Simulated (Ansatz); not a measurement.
Born–Oppenheimer molecular dynamics of a periodic cell of 26 atoms, NaH16BrO8 (contents 8 H2O + 1 Na + 1 Br, density as packed 1.44 g/cm³ with natural masses). It goes on from the last frame of an earlier run, with new velocities.

All numbers below come from DFT PBEsol, scalar-relativistic, plane waves, PAW in Ansatz 0.2.0. Settings: accuracy low, cutoff 420 eV, k mesh 1x1x1, fermi-dirac smearing 0.02 eV, no spin polarisation.

| Item | Value |
| --- | --- |
| ensemble | NPT, Langevin |
| time step | 0.75 fs |
| steps asked | 390 |
| set temperature | 1000 K |
| friction | 0.02 /fs |
| pressure | 20 GPa |
| seed | 130064 |

Frames 1.5 fs apart, positions in Å, forces in eV/Å.

Velocities at 247.5 fs (Å/ps):

```
O 8.44 4.07 7.33
H 10.60 -5.55 36.37
H 20.31 29.96 22.31
O 8.77 3.78 1.38
H 0.19 44.87 -28.94
H -17.93 50.79 28.46
O 5.47 20.74 9.98
H -13.68 13.27 15.45
H -44.06 -7.05 -15.81
O -0.11 -1.61 6.03
H 51.18 -6.66 -64.61
H 21.54 -9.38 46.38
O -3.07 3.80 -1.46
H 38.90 35.26 -16.06
H 10.71 9.15 -14.63
O -8.67 -2.86 -3.10
H -3.84 -16.39 -12.87
H 11.88 27.02 3.58
O -5.14 7.88 -2.79
H -5.82 -29.95 -51.06
H -0.98 2.14 -26.52
O 6.66 -5.53 2.01
H -45.05 1.59 -51.05
H 11.89 19.12 -51.66
Na 17.48 7.96 2.92
Br -1.04 1.71 3.82
```

```xyz
26
Lattice="4.8940 0.0000 0.0000 0.0000 4.8698 0.0000 0.0000 0.0000 6.4561" Properties=species:S:1:pos:R:3:forces:R:3 time_fs=247.5 energy_less_start_eV=3.559 T=1042
O 3.982 2.458 0.543 1.31 -0.05 0.24
H 4.153 2.863 1.419 0.14 0.22 0.14
H 3.080 2.699 0.363 -1.53 0.24 -0.67
O 4.109 3.068 3.631 1.88 -5.17 -1.30
H 4.002 1.990 3.267 0.64 3.68 1.01
H 3.239 3.004 3.991 -1.74 0.67 0.81
O 1.009 1.219 5.088 0.11 4.21 -3.69
H 1.764 1.156 4.320 0.01 -0.99 0.86
H 0.515 2.094 4.771 0.59 -1.44 0.80
O 2.796 5.368 3.789 0.34 0.56 2.50
H 2.803 5.286 2.849 0.36 -0.55 -3.26
H 3.714 5.246 4.152 -0.78 -0.55 -0.13
O 1.890 3.583 5.670 -0.67 -7.53 -1.61
H 1.960 3.215 4.721 -0.52 1.76 1.70
H 1.940 4.457 5.785 0.91 5.66 -0.31
O 4.916 5.024 2.370 -1.34 1.88 0.69
H 5.609 4.382 2.264 1.18 -1.86 0.30
H 5.415 5.814 2.651 0.44 0.64 0.20
O 2.791 4.985 1.242 -2.08 1.56 0.65
H 3.491 5.234 0.558 -0.36 -1.02 -0.08
H 2.323 4.136 1.153 0.51 -0.34 -0.23
O 4.268 -0.082 5.888 -2.19 4.46 -0.65
H 4.919 0.467 5.321 0.30 -0.70 -0.12
H 4.492 -0.945 5.902 1.22 -5.18 0.14
Na 0.681 1.151 0.594 0.76 -0.41 0.44
Br 1.598 2.654 2.224 0.52 0.26 1.58
26
Lattice="4.8984 0.0000 0.0000 0.0000 4.8663 0.0000 0.0000 0.0000 6.4638" Properties=species:S:1:pos:R:3:forces:R:3 time_fs=249.0 energy_less_start_eV=2.614 T=1414
O 4.001 2.465 0.556 0.79 0.75 1.57
H 4.174 2.861 1.482 -0.01 -0.37 -1.40
H 3.089 2.738 0.399 -0.83 -0.05 -0.60
O 4.124 3.066 3.639 -0.65 -3.24 0.41
H 4.013 2.107 3.239 0.28 1.80 0.79
H 3.199 3.082 4.040 1.21 0.40 -0.61
O 1.017 1.254 5.106 -0.88 3.32 -3.49
H 1.750 1.160 4.346 0.36 -0.81 0.42
H 0.455 2.068 4.762 0.94 -1.01 0.74
O 2.799 5.361 3.803 2.00 -0.15 -1.16
H 2.886 5.263 2.726 0.04 -0.16 1.05
H 3.748 5.224 4.222 -2.59 -0.12 -1.15
O 1.886 3.578 5.671 -0.32 -2.09 -0.62
H 2.003 3.278 4.721 -0.77 1.16 1.25
H 1.966 4.524 5.760 0.53 0.89 -0.70
O 4.908 5.016 2.367 0.47 2.51 0.97
H 5.618 4.349 2.256 0.29 -0.69 0.48
H 5.424 5.858 2.658 -0.41 -1.08 -0.38
O 2.784 4.996 1.238 -1.56 1.08 -0.17
H 3.477 5.175 0.485 -0.42 -0.74 0.64
H 2.339 4.130 1.112 0.35 0.00 0.17
O 4.282 -0.086 5.900 -1.41 2.79 -0.77
H 4.865 0.468 5.252 0.69 -0.47 0.59
H 4.525 -0.969 5.829 0.77 -3.41 0.02
Na 0.709 1.162 0.597 0.49 -0.59 0.37
Br 1.598 2.655 2.233 0.64 0.30 1.59
26
Lattice="4.9033 0.0000 0.0000 0.0000 4.8650 0.0000 0.0000 0.0000 6.4720" Properties=species:S:1:pos:R:3:forces:R:3 time_fs=250.5 energy_less_start_eV=3.084 T=1256
O 4.024 2.477 0.567 -0.59 1.41 2.12
H 4.195 2.869 1.527 -0.05 -0.61 -2.29
H 3.074 2.756 0.430 0.61 -0.57 -0.41
O 4.136 3.063 3.649 -1.37 2.42 3.70
H 4.022 2.263 3.217 -0.54 -3.50 -1.56
H 3.169 3.171 4.064 2.73 -0.07 -1.45
O 1.021 1.294 5.120 -1.06 1.89 -2.93
H 1.748 1.149 4.378 0.58 -0.52 -0.04
H 0.410 2.029 4.781 0.81 -0.14 0.30
O 2.804 5.356 3.816 2.46 -0.53 -1.91
H 2.979 5.229 2.622 -0.46 -0.01 1.76
H 3.746 5.193 4.264 -3.04 0.19 -1.51
O 1.884 3.571 5.671 -0.10 2.93 1.79
H 2.021 3.367 4.755 -0.55 0.13 -1.14
H 2.000 4.626 5.724 -0.06 -3.03 -0.57
O 4.905 5.016 2.366 1.27 2.21 0.92
H 5.628 4.322 2.260 -0.33 0.14 0.58
H 5.413 5.881 2.659 -0.56 -1.58 -0.48
O 2.777 5.011 1.232 -1.20 0.56 -0.62
H 3.458 5.104 0.419 -0.18 -0.28 1.07
H 2.364 4.124 1.088 0.11 0.24 0.57
O 4.295 -0.086 5.914 0.35 -1.83 -1.86
H 4.825 0.456 5.192 0.72 -0.37 1.35
H 4.566 -1.060 5.745 -0.57 1.37 0.82
Na 0.735 1.173 0.602 0.26 -0.80 0.29
Br 1.599 2.658 2.244 0.76 0.35 1.52
26
Lattice="4.9075 0.0000 0.0000 0.0000 4.8650 0.0000 0.0000 0.0000 6.4799" Properties=species:S:1:pos:R:3:forces:R:3 time_fs=252.0 energy_less_start_eV=3.830 T=1089
O 4.047 2.491 0.579 -1.13 1.41 2.10
H 4.209 2.873 1.540 0.09 -0.53 -2.36
H 3.076 2.755 0.465 0.98 -0.76 -0.42
O 4.142 3.065 3.658 -0.66 4.91 5.70
H 4.029 2.352 3.158 -1.13 -5.64 -3.30
H 3.193 3.253 4.062 2.45 -0.47 -1.52
O 1.024 1.335 5.130 -0.40 0.19 -2.07
H 1.759 1.126 4.419 0.51 -0.13 -0.40
H 0.374 1.989 4.814 0.19 0.91 -0.42
O 2.810 5.352 3.826 1.13 -0.55 -2.33
H 3.064 5.191 2.553 -0.77 0.08 1.33
H 3.683 5.156 4.279 -1.60 0.21 -0.88
O 1.880 3.568 5.677 -0.01 4.32 3.19
H 2.024 3.457 4.776 -0.26 -0.50 -3.03
H 2.038 4.662 5.690 -0.44 -3.70 -0.08
O 4.904 5.020 2.369 1.31 0.98 0.52
H 5.639 4.295 2.276 -0.83 0.70 0.60
H 5.383 5.864 2.654 -0.12 -0.90 -0.14
O 2.763 5.028 1.224 -0.70 0.49 -0.51
H 3.433 5.023 0.387 0.24 0.34 1.04
H 2.394 4.131 1.080 -0.40 -0.14 0.80
O 4.306 -0.086 5.925 0.98 -3.80 -2.60
H 4.797 0.423 5.157 0.66 -0.09 1.63
H 4.590 -1.133 5.668 -1.00 3.22 1.54
Na 0.761 1.185 0.608 0.08 -0.98 0.11
Br 1.601 2.662 2.254 0.84 0.42 1.48
26
Lattice="4.9112 0.0000 0.0000 0.0000 4.8650 0.0000 0.0000 0.0000 6.4883" Properties=species:S:1:pos:R:3:forces:R:3 time_fs=253.5 energy_less_start_eV=3.577 T=1123
O 4.069 2.507 0.592 -0.90 0.67 0.95
H 4.225 2.873 1.511 0.40 0.04 -1.07
H 3.105 2.733 0.493 0.36 -0.63 -0.53
O 4.146 3.073 3.674 0.68 -0.69 1.06
H 4.009 2.334 3.041 -0.47 -0.14 0.72
H 3.261 3.319 4.030 0.27 -0.36 -0.74
O 1.027 1.379 5.137 0.72 -1.28 -1.42
H 1.796 1.099 4.459 0.08 0.23 -0.48
H 0.357 1.974 4.837 -0.58 1.66 -1.08
O 2.816 5.346 3.832 -2.75 0.38 -4.03
H 3.135 5.149 2.508 -0.89 0.21 0.78
H 3.582 5.119 4.276 2.43 -0.64 1.39
O 1.876 3.570 5.691 0.54 3.59 0.21
H 2.022 3.529 4.738 -0.61 -0.63 -0.64
H 2.055 4.622 5.669 -0.51 -2.71 0.46
O 4.903 5.025 2.368 0.71 -0.96 -0.10
H 5.651 4.274 2.313 -1.16 0.97 0.51
H 5.349 5.832 2.644 0.74 0.72 0.56
O 2.750 5.045 1.215 -0.31 0.36 -0.16
H 3.407 4.954 0.382 0.66 0.87 0.77
H 2.413 4.138 1.084 -0.82 -0.52 0.94
O 4.318 -0.088 5.931 0.83 -4.35 -2.60
H 4.784 0.392 5.155 0.68 0.38 1.32
H 4.591 -1.147 5.617 -0.95 3.44 1.81
Na 0.787 1.196 0.613 -0.03 -1.11 -0.17
Br 1.604 2.663 2.265 0.90 0.50 1.52
26
Lattice="4.9151 0.0000 0.0000 0.0000 4.8646 0.0000 0.0000 0.0000 6.4953" Properties=species:S:1:pos:R:3:forces:R:3 time_fs=255.0 energy_less_start_eV=3.761 T=1041
O 4.090 2.523 0.603 -0.47 -0.51 -1.11
H 4.252 2.888 1.462 0.81 1.02 1.20
H 3.137 2.694 0.507 -0.54 -0.40 -0.59
O 4.151 3.080 3.691 3.65 -4.20 -2.46
H 3.972 2.299 2.945 -0.03 2.32 3.05
H 3.335 3.373 3.983 -3.33 0.65 0.48
O 1.032 1.419 5.139 0.83 -1.67 -1.32
H 1.839 1.093 4.485 -0.39 0.44 -0.41
H 0.345 1.994 4.829 -0.42 1.39 -1.12
O 2.816 5.345 3.832 -2.97 0.56 -4.01
H 3.165 5.112 2.485 -0.88 0.43 0.53
H 3.541 5.068 4.306 2.68 -0.73 1.71
O 1.871 3.579 5.702 0.42 0.27 -2.58
H 1.999 3.583 4.675 -0.87 -0.92 1.69
H 2.052 4.523 5.664 0.07 1.10 0.85
O 4.902 5.026 2.364 0.20 -1.53 -0.39
H 5.636 4.272 2.358 -1.02 0.83 0.39
H 5.333 5.822 2.645 1.05 1.37 0.88
O 2.736 5.061 1.208 -0.01 -0.10 0.04
H 3.396 4.908 0.399 0.79 1.14 0.60
H 2.409 4.141 1.106 -0.96 -0.51 0.97
O 4.329 -0.097 5.931 0.19 -3.93 -1.77
H 4.784 0.368 5.182 1.11 1.30 0.47
H 4.587 -1.086 5.590 -0.72 2.26 1.76
Na 0.814 1.207 0.618 -0.15 -1.16 -0.49
Br 1.606 2.664 2.276 0.96 0.57 1.64
26
Lattice="4.9199 0.0000 0.0000 0.0000 4.8645 0.0000 0.0000 0.0000 6.5045" Properties=species:S:1:pos:R:3:forces:R:3 time_fs=256.5 energy_less_start_eV=3.832 T=937
O 4.110 2.532 0.610 0.04 -1.06 -1.79
H 4.284 2.932 1.433 0.91 1.43 1.96
H 3.162 2.640 0.518 -1.19 -0.23 -0.55
O 4.161 3.082 3.703 3.53 -4.81 -2.81
H 3.935 2.306 2.917 0.21 2.61 3.37
H 3.351 3.431 3.935 -3.61 0.95 0.43
O 1.039 1.452 5.140 -0.26 -1.08 -1.72
H 1.893 1.102 4.502 -0.82 0.49 -0.37
H 0.320 2.025 4.792 0.72 0.38 -0.55
O 2.807 5.346 3.830 0.20 -0.71 -1.85
H 3.182 5.094 2.478 -0.89 0.65 0.45
H 3.546 4.999 4.371 -0.35 0.65 -0.26
O 1.866 3.588 5.711 -0.59 -4.12 -3.37
H 1.932 3.604 4.645 -0.74 -1.06 2.48
H 2.061 4.454 5.672 1.19 5.76 0.87
O 4.903 5.025 2.362 -0.02 0.06 -0.17
H 5.600 4.295 2.398 -0.32 0.10 0.37
H 5.345 5.837 2.662 0.49 0.46 0.57
O 2.721 5.079 1.201 -0.09 -1.11 0.31
H 3.390 4.899 0.427 0.80 1.06 0.45
H 2.381 4.131 1.145 -0.64 0.30 0.88
O 4.341 -0.111 5.933 -1.37 -0.20 0.36
H 4.794 0.380 5.236 1.75 2.17 -0.39
H 4.558 -0.973 5.604 0.33 -2.21 0.43
Na 0.840 1.219 0.623 -0.30 -1.16 -0.79
Br 1.607 2.666 2.287 1.05 0.66 1.68
26
Lattice="4.9263 0.0000 0.0000 0.0000 4.8657 0.0000 0.0000 0.0000 6.5141" Properties=species:S:1:pos:R:3:forces:R:3 time_fs=258.0 energy_less_start_eV=3.386 T=1088
O 4.133 2.540 0.612 -0.43 -0.40 -0.52
H 4.324 2.993 1.441 0.35 0.64 0.44
H 3.162 2.591 0.511 -0.20 -0.12 -0.22
O 4.173 3.081 3.713 -0.54 -2.34 -1.14
H 3.893 2.369 2.963 0.32 1.69 2.50
H 3.301 3.525 3.901 0.28 -0.62 -0.45
O 1.045 1.483 5.140 -1.13 -0.72 -1.94
H 1.933 1.123 4.511 -1.01 0.38 -0.45
H 0.317 2.064 4.753 1.33 -0.14 -0.09
O 2.796 5.352 3.827 1.68 -1.51 -0.47
H 3.182 5.090 2.464 -0.86 0.84 0.33
H 3.542 4.953 4.433 -1.61 1.62 -1.29
O 1.860 3.595 5.716 -0.10 -0.85 -3.18
H 1.847 3.610 4.655 -0.48 -0.95 2.48
H 2.100 4.499 5.685 0.60 2.37 0.81
O 4.906 5.025 2.363 -0.52 2.02 -0.02
H 5.564 4.317 2.438 0.67 -0.92 0.49
H 5.362 5.862 2.669 -0.10 -0.47 0.21
O 2.710 5.096 1.196 -0.22 -1.55 0.93
H 3.397 4.918 0.462 0.97 0.74 0.13
H 2.352 4.132 1.188 -0.34 0.71 0.62
O 4.356 -0.118 5.941 -2.51 6.16 2.22
H 4.838 0.453 5.296 1.59 1.59 -0.04
H 4.527 -0.904 5.627 1.63 -7.83 -1.93
Na 0.868 1.228 0.631 -0.50 -1.11 -1.01
Br 1.607 2.668 2.300 1.12 0.76 1.60
```

Of the whole run (292 fs, mean temperature of the second half 1052 K): The conserved energy stayed within 2.7 meV per atom of its start (net change 0.17 meV per atom), so there is no drift, though single steps change it by up to 41 meV in the whole system, a sign of fast motions only just resolved. A run of 0.29 ps of so small a system gives no equilibrium averages. Limits of this set-up: coarse k mesh, low accuracy level. The cell's volume went from 284 to 159 Å³.

Run time: 11 min on 1 thread of Arm Neoverse V1 (shared host), peak memory 0.4 GiB.
